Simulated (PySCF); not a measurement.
Magnetisability: `N[SiH2][N-][SiH2]N([SiH3])[SiH3]`, [H12N3Si4]-, charge -1

Geometry:
| atom | x (Å) | y (Å) | z (Å) |
| --- | --- | --- | --- |
| N1 | -3.755 | 0.539 | -0.262 |
| Si2 | -2.459 | 0.139 | -1.396 |
| N3 | -0.889 | -0.009 | -0.809 |
| Si4 | -0.245 | 0.219 | 0.698 |
| N5 | 1.549 | 0.111 | 0.604 |
| Si6 | 2.217 | -1.458 | 0.602 |
| Si7 | 2.325 | 1.469 | -0.080 |
| H8 | -3.586 | 1.431 | 0.183 |
| H9 | -3.806 | -0.139 | 0.486 |
| H10 | -2.627 | 1.211 | -2.409 |
| H11 | -2.983 | -1.109 | -2.006 |
| H12 | -0.408 | 1.520 | 1.416 |
| H13 | -0.542 | -0.757 | 1.790 |
| H14 | 2.027 | -2.256 | -0.619 |
| H15 | 1.685 | -2.226 | 1.736 |
| H16 | 3.675 | -1.338 | 0.812 |
| H17 | 3.780 | 1.319 | 0.131 |
| H18 | 1.912 | 2.685 | 0.635 |
| H19 | 2.120 | 1.691 | -1.519 |

Total charge -1.

Computed with PySCF, GIAO wB97X-D/aug-pcSseg-1 magnetisability, rotational g tensor and spin-rotation constants, non-relativistic, gas phase. Geometry: GFN2-xTB.

For an ion the centre-of-mass motion in the field is neglected.

**Question.** What are the magnetisability and the molar susceptibility?

**Answer.** Isotropic -1499 × 10⁻³⁰ J/T², or -90.3 × 10⁻⁶ cm³/mol; principal values -1547, -1517, -1434 × 10⁻³⁰ J/T², anisotropy 101 × 10⁻³⁰ J/T² (root of half the summed squared differences of the principal values). The susceptibility is in cgs units.

**Question.** Split it along the inertial axes a, b, c into diamagnetic and paramagnetic parts about the centre of mass, with the quadrupole moment.

**Answer.** 
| axis | χ (10⁻⁶ cm³/mol) | diamagnetic (10⁻⁶ cm³/mol) | paramagnetic (10⁻⁶ cm³/mol) | summed x² of all electrons (Å²) | quadrupole Θ (D Å) |
| --- | --- | --- | --- | --- | --- |
| a | -88.3 | -740.2 | 651.9 | 485.3 | -32.01 |
| b | -92.8 | -2320.8 | 2228.0 | 112.8 | +16.30 |
| c | -89.8 | -2537.4 | 2447.7 | 61.7 | +15.71 |

Anisotropies 2χaa − χbb − χcc = +6.0 and 2χbb − χaa − χcc = -7.6 × 10⁻⁶ cm³/mol. Θ is traceless in Buckingham's convention.

**Question.** And the rotational g tensor?

**Answer.** 
```
axis  rotational constant (GHz)        g  nuclear part  electronic part
   a                     2.2404  -0.0690        0.6171          -0.6862
   b                     0.5613  -0.0236        0.5639          -0.5875
   c                     0.5100  -0.0221        0.5643          -0.5864
```
Asymmetric top; isotopes 1H, 14N, 28Si; no vibrational averaging.
